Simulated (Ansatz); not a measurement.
Ideal-gas functions of CH5BGe, SMILES `[BH]1[CH2][GeH2]1` at 600 K and 1 bar, from an Ansatz frequency run at PBE0-D4/def2-TZVP.

Molar mass 100.47 g/mol, point group C1 (symmetry number 1), electronic degeneracy 1, moments of inertia 22.484, 87.264, 102.868 u Å². Harmonic wavenumbers (cm⁻¹, unscaled): 228, 401, 465, 549, 588, 661, 730, 820, 866, 896, 976, 1220, 1448, 2121, 2163, 2701, 3113, 3180.

Use S(trans) = R[1.5 ln M + 2.5 ln T − 1.1517]; rotational temperatures θ = 24.2544 K / I; S(rot) = R[ln(√π/σ · √(T³/θAθBθC)) + 1.5]; for each mode x = 1.438777 ν̃/T, S = R[x/(eˣ − 1) − ln(1 − e⁻ˣ)] and H = RT x/(eˣ − 1); 1 cm⁻¹ = 0.0119627 kJ/mol; R = 8.31446 J/(mol·K).

Q: By hand: the entropy, in J/(mol·K).

A: Translation 180.9. Rotation: θ = 1.0787, 0.2779, 0.2358 K, giving 108.0. Vibration, mode by mode: 13.44, 8.95, 7.83, 6.60, 6.11, 5.30, 4.65, 3.91, 3.59, 3.39, 2.92, 1.84, 1.19, 0.31, 0.29, 0.10, 0.04, 0.04, in all 70.5. Electronic 0.0. Sum 359.4 J/(mol·K).

Q: By hand: H − E and G − E in kJ/mol, counted from the electronic energy.

A: Zero-point energy ½ × 23126 × 0.0119627 = 138.3; thermal vibration 25.5; translation, rotation and pV give 4 RT = 20.0. H − E = 183.8 kJ/mol, and G − E = 183.8 − 600 × 359.4/1000 = -31.8 kJ/mol.

Vibration gives 20 % of the entropy. The sum counts one conformer and one mirror image; others add a mixing term.
